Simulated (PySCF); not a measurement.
Peak assignment

Numbering as in the mapped SMILES `[CH3:1]/[N:2]=[CH:3]/[C@@H:4]1[CH2:5][O:6][CH2:7][CH2:8][SiH2:9]1`. Each H is labelled by its parent atom. Ha(C5), Ha(C7), Ha(C8), Ha(Si9) are cis to C3 on the ring; Hb(C5), Hb(C7), Hb(C8), Hb(Si9) are trans to C3 on the ring.

PySCF 2.14 calculation with shieldings: GIAO PBE0/pcSseg-1 and GFN2-xTB geometry; no relativistic terms, averaged over atoms made equivalent by symmetry, fast rotation or ring inversion, isolated molecule, single conformer.

Chemical shifts δ = σref − σ; TMS for ¹³C and ¹H, all at this level.

Q: Assign these signals to the numbered atoms. ¹³C{¹H} NMR (computed): δ 164.9 (CH), 74.2 (CH2), 71.2 (CH2), 51.4 (CH3), 36.3 (CH), 11.2 (CH2).

A: 
```tsv
δ (ppm)	atoms	environment	reason
164.9	C3	C=N carbon	–
74.2	C5	sp3 CH2 bonded to O	the inductive effect lowers its shielding
71.2	C7	sp3 CH2 bonded to O	–
51.4	C1	methyl carbon bonded to N	the inductive effect lowers its shielding
36.3	C4	sp3 CH bonded to Si	–
11.2	C8	sp3 CH2 bonded to Si	an electropositive neighbour leaves it electron-rich and shielded
```

Q: Assign these signals to the numbered atoms. ¹H NMR (600 MHz, computed): δ 7.45 (d, 1H), 4.56 (m, 1H), 4.52 (m, 1H), 4.05 (m, 1H), 4.01 (m, 1H), 3.55 (m, 1H), 3.52 (s, 3H), 3.40 (m, 1H), 2.63 (m, 1H), 1.18 (m, 1H), 0.55 (m, 1H).

A: 
```tsv
δ (ppm)	atoms	environment	reason
7.45	H(C3)	hydrogen on a C=N carbon	–
4.56	Hb(C7)	hydrogen on an sp3 CH2 bonded to O	its carbon carries O, an electronegative neighbour
4.52	Hb(C5)	hydrogen on an sp3 CH2 bonded to O	–
4.05	Hb(Si9)	hydrogen on a silicon bonded to 2 C, in a 6-membered ring	–
4.01	Ha(Si9)	hydrogen on a silicon bonded to 2 C, in a 6-membered ring	–
3.55	Ha(C5)	hydrogen on an sp3 CH2 bonded to O	its carbon carries O, hence the downfield position
3.52	H(C1)	hydrogen on a methyl carbon bonded to N	its carbon carries N, an electronegative neighbour
3.40	Ha(C7)	hydrogen on an sp3 CH2 bonded to O	its carbon carries O, an electronegative neighbour
2.63	H(C4)	hydrogen on an sp3 CH bonded to Si	–
1.18	Hb(C8)	hydrogen on an sp3 CH2 bonded to Si	–
0.55	Ha(C8)	hydrogen on an sp3 CH2 bonded to Si	an electropositive neighbour shields it, as in TMS itself
```

Hb(C7) and Hb(C5); Hb(Si9) and Ha(Si9); Ha(C5) and H(C1) lie closer than the usual error of such a calculation, so a measured spectrum could show them in the other order.

Shifts are as computed. Against solution values, carbons near 30 ppm lie about +3 ppm off and those near 130 ppm about +5 ppm. Of 1211 compounds with measured shifts, 218 miss one by over three times the rms of a fit or turn the order of signals round; such compounds aren't used in these exercises. No couplings were computed; multiplicities are counted from neighbouring protons, with m where these are inequivalent, close in shift, in a saturated or five-membered ring or joined by F or P, and br s for small geminal =CH2 splittings.
